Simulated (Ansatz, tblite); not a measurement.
Removing and adding an electron: Cu(PF3)H (CuPHF₃). The state is a singlet with charge 0. Geometry: PBE0-D4/def2-SVP. Ansatz, gas phase; energy differences of separate SCF runs; the oxidised species was run as a doublet alone; the reduced species was run as a doublet alone.

Cartesian coordinates in Å:
```
Cu 1.385 -0.711 -0.276
P -0.532 0.267 0.105
F -1.832 -0.313 -0.576
F -0.697 1.782 -0.304
F -1.054 0.357 1.591
H 2.730 -1.382 -0.541
```

The xTB rows come from tblite.

```
              level  −HOMO (eV)  vertical IE (eV)  −LUMO (eV)  vertical EA (eV)  HOMO–LUMO gap (eV)  IE − EA (eV)                       remarks
           GFN1-xTB       11.49             14.63        8.44              5.06                3.05          9.57                             –
  PBE-D4/def2-TZVPD        5.97                 –        2.81              0.28                3.16             –  HOMO above zero (-1 doublet)
r2SCAN-D4/def2-TZVP        6.05              9.29        2.47                 –                3.59             –                             –
  PBE0-D4/def2-TZVP        6.96              9.22        1.77                 –                5.18             –                             –
```

Q: Estimate the rows for GFN2-xTB, PBE-D4/def2-TZVP, r2SCAN-D4/def2-TZVPD, PBE0-D4/def2-TZVPD.

A: 
| level | −HOMO (eV) | vertical IE (eV) | −LUMO (eV) | vertical EA (eV) | HOMO–LUMO gap (eV) | IE − EA (eV) | remarks |
| --- | --- | --- | --- | --- | --- | --- | --- |
| GFN2-xTB | 9.42 | 14.25 | 6.43 | 3.28 | 2.98 | 10.97 | – |
| PBE-D4/def2-TZVP | 5.93 | 9.37 | 2.62 | – | 3.31 | – | – |
| r2SCAN-D4/def2-TZVPD | 6.08 | – | 2.63 | 0.30 | 3.45 | – | HOMO above zero (-1 doublet) |
| PBE0-D4/def2-TZVPD | 6.99 | – | 1.99 | 0.27 | 4.99 | – | HOMO above zero (-1 doublet) |

   A HOMO above zero means that the electron is unbound at that level or that self-interaction error raises the level; the energy of removing that electron tells which. Raw xTB energy differences between charge states are shifted by several eV; the methods need an empirical correction for them.
